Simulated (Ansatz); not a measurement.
Reactions of ClGeH3OSi, SMILES `[SiH3][O][Ge][Cl]`.

Isolated molecules relaxed with PBE0-D4/def2-TZVP in Ansatz; ΔE leaves out vibrations. CCSD(T)/CBS is the MP2 limit (def2-TZVPP, def2-QZVPP) plus CCSD(T) − MP2 in def2-TZVPP, frozen cores. This one scheme is used for every species, atoms too. Open shells (•) are unrestricted, without spin–orbit coupling. Spin–orbit coupling would lower the free atoms: a little for Cl, O, Si; clearly for Ge. Bonds to Ge are less sure, by a few kJ/mol each and by 10 to 20 or more in all where they break to atoms, as the def2 sets lack core-valence functions. Scalar relativity is left out up to krypton. One conformer a species, not always the lowest.

```
                                                              reaction  CCSD(T)/CBS(def2) (kJ/mol)
      `[SiH3][O][Ge][Cl]` + `CC(F)S` → `CC(F)S[SiH3]` + `[OH][Ge][Cl]`                          46
      `[SiH3][O][Ge][Cl]` + `O[SiH3]` → `[SiH3][O][Ge][O][SiH3]` + HCl                           ?
              `[SiH3][O][Ge][Cl]` + CH₃OH → `C[O][Ge][Cl]` + `O[SiH3]`                           8
                  `[SiH3][O][Ge][Cl]` + H–F → `[F][Ge][O][SiH3]` + HCl                           8
`[SiH3][O][Ge][Cl]` + `CN[SiH3]` → `CN([SiH3])[SiH3]` + `[OH][Ge][Cl]`                           ?
                     `[SiH3][O][Ge][Cl]` + H₂ → `[SiH3][O][GeH]` + HCl                         138
                       `[SiH3][O][Ge][Cl]` → `[OH][Ge][Cl]` + `[SiH2]`                         332
                `[SiH3][O][Ge][Cl]` + H₂S → `[SH][Ge][Cl]` + `O[SiH3]`                           ?
                     `[SiH3][O][Ge][Cl]` → Cl• + Ge• + 3 H• + O• + Si•                        2291
            `[SiH3][O][Ge][Cl]` + `CSS` → `CSS[SiH3]` + `[OH][Ge][Cl]`                          37
```

(1) Fill in the missing values. (An estimate is asked.)

Largest T1 diagnostic: 0.015, for `C[O][Ge][Cl]`.

## Answers

(1) The calculation gave: `[SiH3][O][Ge][Cl]` + `O[SiH3]` → `[SiH3][O][Ge][O][SiH3]` + HCl: +21.4 kJ/mol; `[SiH3][O][Ge][Cl]` + `CN[SiH3]` → `CN([SiH3])[SiH3]` + `[OH][Ge][Cl]`: +41.5 kJ/mol; `[SiH3][O][Ge][Cl]` + H₂S → `[SH][Ge][Cl]` + `O[SiH3]`: +11.8 kJ/mol.
